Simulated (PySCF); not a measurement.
# How the method changes the constants of GeO

State: ¹Σ⁺ (singlet), closed shell. Set-up: Ge pcseg-1, O pcseg-1; no relativity (PySCF 2.14). De refers to Ge + O in their high-spin ground configurations, without counterpoise correction. A positive dipole means Ge(−)O(+).

```tsv
Level	Re (Å)	ωe (cm⁻¹)	De (eV)	μ (D)
RHF	1.611	1098	2.79	-4.13
RHF-MP2	1.672	913	6.71	n/a
RHF-SCS-MP2	1.667	930	6.43	n/a
RHF-CCSD	1.650	984	5.72	n/a
RHF-CCSD(T)	1.666	925	6.04	n/a
PBE	1.668	923	7.08	-3.12
revPBE	1.674	914	6.74	-3.14
r²SCAN	1.650	969	6.61	-3.25
PBE0	1.642	991	6.30	-3.43
M06	1.643	989	6.66	-3.65
B2PLYP	1.665	916	6.60	-3.90
```

Q: Which functional lies closest to RHF-CCSD(T) in De, which farthest, and by how much do they differ from it?

A: Closest is PBE0 (-2.4 pm in Re, +7.1 % in ωe, +0.26 eV in De against RHF-CCSD(T) in the same basis), farthest PBE (+0.2 pm in Re, -0.2 % in ωe, +1.04 eV in De). CCSD(T) converges more slowly with the basis than the functionals do and binds too weakly in this one, so the order can change at the basis-set limit.

Q: What does second-order correlation do here, going from RHF to RHF-MP2?

A: RHF-MP2 less RHF: +6.1 pm in Re, -16.8 % in ωe, +3.92 eV in De. Correlation nearly always deepens the well. The bond lengthens, as in strong covalent bonds, where excitations into antibonding orbitals dominate.

Correlated steps freeze 10 core orbitals. Correlated levels converge slowly with the basis: in double zeta they bind strong bonds too weakly, by up to about 1 eV, and carry superposition errors of some tenths. Where the molecule has an RHF reference, its open-shell atoms are computed with UHF. B2PLYP dipoles, levels and charges come from its SCF part alone. The CCSD T1 diagnostic is raised, a sign that a single reference may not be enough here.

The whole job (state search and all levels along the bond) took about 1.3 min on 1 thread of Arm Neoverse V1 (shared host), peak memory 0.46 GiB.
